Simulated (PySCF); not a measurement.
## Property card for `FCC(F)(F)C(F)(F)F`

C₃H₂F₆.
SMILES with atom numbers: `[F:1][CH2:2][C:3]([F:4])([F:5])[C:6]([F:7])([F:8])[F:9]` (hydrogens: H10, H11 on C2)

Some functional groups and rings: CF3 group and C–F bond.

From PBE0-D3(BJ)/def2-SVP geometry optimisation, gas phase (PySCF):

| Quantity | Value |
| --- | --- |
| Point group | Cs |
| Rotational constants A, B, C | 2.573, 1.229, 1.187 GHz |

From CAM-B3LYP/def2-SVPD ground state and vertical TDDFT (core frozen in the response) (PySCF):

| Item | Value |
| --- | --- |
| Dipole moment | 2.05 D |
| HOMO energy | -11.97 eV |
| LUMO energy | 0.98 eV |
| HOMO–LUMO gap | 12.95 eV |
| Lowest singlet excitation | 9.49 eV (131 nm, f = 0.005) |
| Strongest line among the 10 lowest singlet transitions | S9 at 11.52 eV (108 nm, f = 0.063) |
| Lowest triplet excitation (Tamm–Dancoff) | 8.99 eV |
| Static isotropic polarisability | 42.5 au |
| Electronic spatial extent ⟨r²⟩ about the centre of nuclear charge | 1007 bohr² |

From KT3/pcSseg-2 ground state and GIAO shieldings, non-relativistic (PySCF):

| Quantity | Value |
| --- | --- |
| 13C chemical shifts (computed TMS as zero) by class | 127.2 (C6), 118.7 (C3), 81.5 (C2) ppm |
| 1H chemical shifts (computed TMS as zero) by class | 4.64 (H10/H11) ppm |
| Isotropic shieldings of nuclei other than C and H, by class | 260 (F7/F8/F9), 307 (F4/F5), 434 (F1) ppm |

From B3LYP/pcJ-1 indirect spin-spin coupling, non-relativistic, gas phase; spin–dipole term left out for some pairs (PySCF):

| Quantity | Value |
| --- | --- |
| Largest of the computed one-bond spin–spin couplings (means over like bonds) | 19F–13C -354.8 (F7–C6 and 2 like it), 19F–13C -314.1 (F4–C3 and 1 like it), 19F–13C -258.1 (F1–C2), 13C–1H +157.8 (C2–H10 and 1 like it) Hz |

Monoisotopic mass from the formula: 152.0061 u.

The rotational constants make it an asymmetric top with κ = (2B − A − C)/(A − C) = -0.94, nearer the prolate limit (−1). With B = h/(8π²I), that is 505.379 GHz u Å² over I, the principal moments of inertia are 196.4, 411.1 and 425.6 u Å² (most abundant isotopes); the inertial defect Ic − Ia − Ib is -181.9 u Å² (zero for a rigid planar frame, negative otherwise). The principal polarisabilities are 41.0, 41.6 and 44.9 au; their mean is the isotropic value. The polarisability is 6.30 Å³ as a volume (1 au = 0.148185 Å³), or 0.57 au for each of the 74 electrons. S1 lies 3.46 eV below the HOMO–LUMO gap; its leading configuration is HOMO→LUMO, weight 0.62. The largest Löwdin shares of the HOMO are 0.21 on F1, 0.17 on C3 and 0.16 on C2.

 NMR classes are plain means over equivalent atoms (diastereotopic ones count apart unless rotation or inversion swaps them), as if these changed places fast; in this geometry the members of some classes differ.

For the spin–spin coupling job (B3LYP/pcJ-1), cost: about 70 s of CPU time on one thread; the machine was shared, so the figure is rough.

Conformer computed: `[F:1][CH2:2][C:3]([F:4])([F:5])[C:6]([F:7])([F:8])[F:9]`: F1–C2–C3–F4 59°, C2–C3–C6–F7 -60°.

One conformer stands for the species.
